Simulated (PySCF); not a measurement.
CH₄BN₂, B₂HO, B₃H₃N, CH₅AlBSi and others (calculated)

All values are calculated (PySCF 2.14.0). Calculation on a computer-drawn molecule: the log of a Hartree-Fock and frozen-core CCSD(T) single point meant for a local Hartree-Fock minimum, with one planted fault or none, to be diagnosed. Offsets are logged minus clean, where the clean run is the same molecule without the fault. The reference is restricted for singlets and unrestricted otherwise, and also for a bond in bohr or an excited solution. Adding or removing an electron swaps singlet and doublet. The excited solution moves the top pair (singlet) or top alpha electron (doublet) to the lowest empty orbital. Highest occupied and lowest empty are orbital energies over both spins, largest force is the largest gradient component, triples share is (T) over the correlation energy, the T1 limit is 0.02 restricted and 0.045 unrestricted, electrons count all cores, a negative frequency is imaginary (commonest isotopes), and the dipole is about the centre of nuclear charge.

Common to all runs: logged SCF converged yes; logged SCF stable within its kind yes; possible faults no fault, one electron removed, one electron added, multiplicity raised by two, geometry at a saddle point, SCF held on an excited solution, minimal basis STO-3G, one bond length entered in bohr, all coordinates scaled.

(1) 
```xyz
8
formula=CH4BN2 meant_charge=0 meant_multiplicity=2 meant_basis=cc-pVDZ logged_electrons=30 logged_basis_functions=76 logged_spin_squared=0 logged_highest_occupied=1.3533 logged_lowest_empty=9.6287 logged_largest_force=0.085985 logged_T1_diagnostic=0.015505 logged_D1_diagnostic=0.054778 logged_triples_share=0.031044 logged_CC_converged=yes logged_dipole_magnitude=5.0775 logged_energy_HF=-173.67061 logged_energy_CCSD(T)=-174.27619 planted_fault=one_electron_added HF_energy_offset_from_clean_run=67.36 CCSD(T)_energy_offset_from_clean_run=46.99
C      1.2347    -0.9082    -0.9095
N      0.2503    -1.0104     0.0821
B     -1.1096    -1.2443    -0.1520
N     -2.3149    -1.4128    -0.3505
H      2.1883    -0.4979    -0.6067
H      0.8890    -0.7361    -1.9192
H      0.5805    -1.0623     1.0232
H     -3.2522    -1.6587    -0.5155
```

Units: logged_highest_occupied, logged_lowest_empty in eV; logged_largest_force in hartree/bohr; logged_dipole_magnitude in debye; logged_energy_HF, logged_energy_CCSD(T) in hartree; HF_energy_offset_from_clean_run, CCSD(T)_energy_offset_from_clean_run in kcal/mol.

Drawn bonds:
```
atom  other atom  order
   1           2      1
   2           3      1
   3           4      2
   1           5      1
   1           6      1
   2           7      1
   4           8      1
```

Notes: highest electron not bound in this basis.

(2) 
```xyz
4
formula=B2HO meant_charge=0 meant_multiplicity=2 meant_basis=cc-pVDZ logged_electrons=19 logged_basis_functions=16 logged_spin_squared=0.7624 logged_highest_occupied=-8.1375 logged_lowest_empty=4.8724 logged_largest_force=0.018616 logged_T1_diagnostic=0.024073 logged_D1_diagnostic=0.077758 logged_triples_share=0.046059 logged_CC_converged=yes logged_dipole_magnitude=1.941 logged_energy_HF=-123.11195 logged_energy_CCSD(T)=-123.27371 planted_fault=minimal_basis_STO-3G HF_energy_offset_from_clean_run=1053 CCSD(T)_energy_offset_from_clean_run=1166
B     -0.8147     0.0213     1.3100
B     -0.9207    -1.5073     0.6376
O     -1.0445    -2.5989     0.1852
H     -0.0189     0.9000     1.2723
```

Units: logged_highest_occupied, logged_lowest_empty in eV; logged_largest_force in hartree/bohr; logged_dipole_magnitude in debye; logged_energy_HF, logged_energy_CCSD(T) in hartree; HF_energy_offset_from_clean_run, CCSD(T)_energy_offset_from_clean_run in kcal/mol.

Drawn bonds:
```
atom  other atom  order
   1           2      1
   2           3      2
   1           4      1
```

(3) 
```xyz
7
formula=B3H3N meant_charge=0 meant_multiplicity=2 meant_basis=cc-pVDZ logged_electrons=25 logged_basis_functions=71 logged_spin_squared=1.7529 logged_highest_occupied=-7.95 logged_lowest_empty=0.32782 logged_largest_force=0.079742 logged_dipole_magnitude=3.1194 logged_energy_HF=-129.99974 planted_fault=one_bond_length_entered_in_bohr,row_3_of_the_drawn_bonds HF_energy_offset_from_clean_run=134.8
B     -1.9508     3.1647    -2.1865
B     -0.9772     2.5819    -0.9875
N     -0.1875     2.1277    -0.1325
B      1.4742     1.1679     1.6934
H     -3.0392     3.6202    -2.3075
H      1.4669    -0.0057     1.9527
H      2.2335     1.9073     2.2605
```

Units: logged_highest_occupied, logged_lowest_empty in eV; logged_largest_force in hartree/bohr; logged_dipole_magnitude in debye; logged_energy_HF in hartree; HF_energy_offset_from_clean_run in kcal/mol.

Drawn bonds:
```
atom  other atom  order
   1           2      1
   2           3      2
   3           4      1
   1           5      1
   4           6      1
   4           7      1
```

Notes: coupled-cluster numbers left out as unreliable.

(4) 
```xyz
9
formula=CH5AlBSi meant_charge=1 meant_multiplicity=1 meant_basis=cc-pV(D+d)Z logged_electrons=42 logged_basis_functions=33 logged_spin_squared=0 logged_highest_occupied=-13.259 logged_lowest_empty=-1.3084 logged_largest_force=0.041569 logged_T1_diagnostic=0.01783 logged_D1_diagnostic=0.053829 logged_triples_share=0.035939 logged_CC_converged=yes logged_dipole_magnitude=2.8549 logged_energy_HF=-589.07102 logged_energy_CCSD(T)=-589.29607 planted_fault=minimal_basis_STO-3G HF_energy_offset_from_clean_run=4367 CCSD(T)_energy_offset_from_clean_run=4481
B      1.1172    -0.1304     0.7915
C     -0.2281     0.2349     0.9015
Al    -0.7685     1.1192     2.6300
Si    -1.3547    -0.0612    -0.3835
H      2.2526    -0.4216     0.7378
H      0.3718     1.3086     3.6781
H     -2.2838     1.4965     2.6744
H     -0.9725    -0.7028    -1.6432
H     -2.7614     0.3212    -0.2689
```

Units: logged_highest_occupied, logged_lowest_empty in eV; logged_largest_force in hartree/bohr; logged_dipole_magnitude in debye; logged_energy_HF, logged_energy_CCSD(T) in hartree; HF_energy_offset_from_clean_run, CCSD(T)_energy_offset_from_clean_run in kcal/mol.

Drawn bonds:
```
atom  other atom  order
   1           2      1
   2           3      1
   2           4      2
   1           5      1
   3           6      1
   3           7      1
   4           8      1
   4           9      1
```

(5) 
```xyz
8
formula=CH4BClSi meant_charge=0 meant_multiplicity=1 meant_basis=cc-pV(D+d)Z logged_electrons=46 logged_basis_functions=94 logged_spin_squared=2.0066 logged_highest_occupied=-7.9904 logged_lowest_empty=-0.28306 logged_largest_force=0.024374 logged_T1_diagnostic=0.017634 logged_D1_diagnostic=0.081367 logged_triples_share=0.028977 logged_CC_converged=yes logged_dipole_magnitude=2.6125 logged_energy_HF=-813.28094 logged_energy_CCSD(T)=-813.76783 planted_fault=multiplicity_raised_by_two HF_energy_offset_from_clean_run=26.52 CCSD(T)_energy_offset_from_clean_run=42.09
B     -0.5426    -0.2011     1.1801
C      0.1281     0.4722    -0.0638
Si     1.6685     1.5346     0.3030
Cl     2.9264     0.0927     1.2026
H     -1.3609     0.4023     1.8223
H     -0.2341    -1.3042     1.5303
H      0.5092    -0.2783    -0.7720
H     -0.5510     1.1563    -0.5847
```

Units: logged_highest_occupied, logged_lowest_empty in eV; logged_largest_force in hartree/bohr; logged_dipole_magnitude in debye; logged_energy_HF, logged_energy_CCSD(T) in hartree; HF_energy_offset_from_clean_run, CCSD(T)_energy_offset_from_clean_run in kcal/mol.

Drawn bonds:
```
atom  other atom  order
   1           2      1
   2           3      1
   3           4      1
   1           5      1
   1           6      1
   2           7      1
   2           8      1
```

(6) 
```xyz
9
formula=H5O2Si2 meant_charge=0 meant_multiplicity=2 meant_basis=cc-pV(D+d)Z logged_electrons=49 logged_basis_functions=99 logged_spin_squared=0.7582 logged_highest_occupied=-8.6556 logged_lowest_empty=1.2431 logged_largest_force=1.586e-05 logged_lowest_frequency=87.063 logged_T1_diagnostic=0.013517 logged_D1_diagnostic=0.034886 logged_triples_share=0.022055 logged_CC_converged=yes logged_dipole_magnitude=2.8195 logged_energy_HF=-730.56951 logged_energy_CCSD(T)=-731.17834 planted_fault=no_fault HF_energy_offset_from_clean_run=0 CCSD(T)_energy_offset_from_clean_run=0
O      0.6883    -1.6642     2.5866
Si     1.2753    -0.5036     1.5745
O      0.3162    -0.2377     0.2609
Si     1.2587     1.4867     2.7978
H      0.8338    -2.5775     2.3907
H      2.6020    -0.9548     1.0855
H      0.3723    -0.8126    -0.4873
H      1.7023     2.6657     2.0151
H      2.0295     1.4094     4.0625
```

Units: logged_highest_occupied, logged_lowest_empty in eV; logged_largest_force in hartree/bohr; logged_lowest_frequency in cm⁻¹; logged_dipole_magnitude in debye; logged_energy_HF, logged_energy_CCSD(T) in hartree; HF_energy_offset_from_clean_run, CCSD(T)_energy_offset_from_clean_run in kcal/mol.

Drawn bonds:
```
atom  other atom  order
   1           2      1
   2           3      1
   2           4      1
   1           5      1
   2           6      1
   3           7      1
   4           8      1
   4           9      1
```

(7) 
```xyz
7
formula=Al2BH3N meant_charge=0 meant_multiplicity=2 meant_basis=cc-pV(D+d)Z logged_electrons=40 logged_basis_functions=89 logged_spin_squared=0 logged_highest_occupied=-13.622 logged_lowest_empty=-5.3324 logged_largest_force=0.05703 logged_T1_diagnostic=0.025774 logged_D1_diagnostic=0.073079 logged_triples_share=0.03506 logged_CC_converged=yes logged_dipole_magnitude=6.1086 logged_energy_HF=-564.39908 logged_energy_CCSD(T)=-564.78204 planted_fault=one_electron_removed HF_energy_offset_from_clean_run=144.9 CCSD(T)_energy_offset_from_clean_run=155
B      0.7163     0.4119     1.5640
Al    -1.0488    -0.4079     0.8399
N     -1.1798    -0.9953    -0.8070
Al    -1.3858    -1.5641    -2.3212
H      1.7274     0.8834     1.9870
H     -2.2607    -0.4661     1.8691
H     -1.5648    -2.1018    -3.7685
```

Units: logged_highest_occupied, logged_lowest_empty in eV; logged_largest_force in hartree/bohr; logged_dipole_magnitude in debye; logged_energy_HF, logged_energy_CCSD(T) in hartree; HF_energy_offset_from_clean_run, CCSD(T)_energy_offset_from_clean_run in kcal/mol.

Drawn bonds:
```
atom  other atom  order
   1           2      1
   2           3      1
   3           4      2
   1           5      1
   2           6      1
   4           7      1
```

Notes: T1 above single-reference limit.

(8) 
```xyz
7
formula=AlB2H4 meant_charge=0 meant_multiplicity=2 meant_basis=cc-pV(D+d)Z logged_electrons=27 logged_basis_functions=23 logged_spin_squared=0.8123 logged_highest_occupied=-3.5051 logged_lowest_empty=6.6865 logged_largest_force=0.024638 logged_T1_diagnostic=0.038799 logged_D1_diagnostic=0.1765 logged_triples_share=0.017919 logged_CC_converged=yes logged_dipole_magnitude=1.3937 logged_energy_HF=-289.94349 logged_energy_CCSD(T)=-290.07671 planted_fault=minimal_basis_STO-3G HF_energy_offset_from_clean_run=2240 CCSD(T)_energy_offset_from_clean_run=2324
B     -3.1685    -1.4652    -0.4504
Al    -1.4792    -2.4285     0.3902
B      0.5921    -2.6727     0.0186
H     -3.5007    -0.3605    -0.1079
H     -3.8962    -2.0303    -1.2245
H      1.4116    -1.9373     0.5041
H      1.0140    -3.6072    -0.6114
```

Units: logged_highest_occupied, logged_lowest_empty in eV; logged_largest_force in hartree/bohr; logged_dipole_magnitude in debye; logged_energy_HF, logged_energy_CCSD(T) in hartree; HF_energy_offset_from_clean_run, CCSD(T)_energy_offset_from_clean_run in kcal/mol.

Drawn bonds:
```
atom  other atom  order
   1           2      1
   2           3      1
   1           4      1
   1           5      1
   3           6      1
   3           7      1
```
